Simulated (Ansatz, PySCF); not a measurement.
Gas-phase reaction in SMILES: [SiH3][Si](Cl)(Cl)Cl + 4 [H][H] (H2) -> 3 Cl (HCl) + 2 [SiH4] (SiH4)
Structures are relaxed separately at B3LYP-D3(BJ)/def2-TZVP in Ansatz (a first-principles code).

Quantity: energy of full hydrogenation (enthalpy at 298 K, with B3LYP-D3(BJ) rigid-rotor harmonic-oscillator terms from PySCF), in kcal/mol. Valence correlation only, unless marked. No spin-orbit coupling. No relativistic terms. CBS(X,Y): correlation extrapolated as X^-3; Hartree-Fock from the larger set.

CCSD(T)/CBS(cc-pV(T+d)Z,cc-pV(Q+d)Z) (Ansatz) gives 56.0 kcal/mol.

Question: Another calculation gave 51.5 kcal/mol. Which level was it?
(A) HSE06/def2-TZVPD (Ansatz)
(B) LC-wPBE/def2-TZVPD (Ansatz)
(C) B97M-V/def2-TZVPD (Ansatz)
(D) B3LYP/def2-TZVPD (Ansatz)

Answer: A, HSE06/def2-TZVPD (Ansatz). The others give 45.8 (B3LYP), 48.6 (LC-wPBE), 54.3 (B97M-V) kcal/mol.
